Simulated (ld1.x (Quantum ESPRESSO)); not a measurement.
# phosphorus (P): excitation energies, all-electron against TM

```json
{
 "Element": "phosphorus (P)",
 "Generator": "ld1.x (Quantum ESPRESSO) 7.5",
 "Type": "norm-conserving Troullier–Martins (Kleinman–Bylander form)",
 "Functional": "PBEsol",
 "Relativity": "fully relativistic",
 "Frozen core": "[Ne]",
 "Valence charge": "5",
 "Reference configuration": "3s2 3p3",
 "Partial waves": "3s (bound): rc 1.60 bohr; 3p (bound): rc 1.75 bohr",
 "Local potential": "all-electron potential smoothed inside 2.04 bohr (lloc = -1)",
 "Core correction": "Bessel-smoothed model core inside 1.30 bohr"
}
```

Open shells are filled in proportion to 2j + 1 (rel_dist='average').

Energies are relative to the spin-unpolarised reference configuration 3s2 3p3; without spin polarisation the order of configurations can differ from experiment.

```csv
valence configuration,charge,ΔE all-electron (eV),error AE − PS (meV)
3s2 3p2,+1,9.698,+3.4
3s2 3p1,+2,28.810,+23
3s2 3p0,+3,58.516,+80
3s2 3p2.5,+0.5,3.760,+0.6
3s1 3p3,+1,18.793,+4.2
```

Q: What are ΔE and the potential's error for 3s1 3p4?

A: ΔE = 8.509 eV all-electron; the error (AE − PS) is -1.3 meV.

Q: What are ΔE and the potential's error for 3s1 3p0?

A: ΔE = 110.429 eV all-electron; the error (AE − PS) is +186 meV.

Levels in the configuration 3s1 3p4:

```json
{"level": "3s j=1/2", "all-electron (eV)": "-14.622", "pseudo (eV)": "-14.623"}
{"level": "3p j=1/2", "all-electron (eV)": "-6.082", "pseudo (eV)": "-6.080"}
{"level": "3p j=3/2", "all-electron (eV)": "-6.025", "pseudo (eV)": "-6.023"}
```
